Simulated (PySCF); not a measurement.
## O⁺: excitation energy

O⁺ [He] 2s2 2p3 (4S) → O⁺ [He] 2s2 2p2 3s1 (4P), as a difference of total energies. All numbers are calculated (PySCF 2.14, no relativity, point nucleus, in dyall-acv3z). Correlated levels: valence: 1s2 frozen; virtual orbitals above 40 to 60 times the deepest correlated orbital energy dropped. The calculations carry no spin-orbit coupling.

```tsv
method	excitation energy (eV)
UHF	22.754
MP2 (valence)	23.127
SCS-MP2 (valence)	22.918
CCSD (valence)	22.927
CCSD(T) (valence)	22.911
```

Task: How much does correlation contribute at CCSD(T) (valence)?

Result: 22.911 − (22.754) = 0.157 eV, measured against UHF.

Errors of the correlated levels include the incompleteness of this basis and the frozen core.

For comparison: 22.987 eV (measured; NIST levels, between the centres of gravity of the two terms).
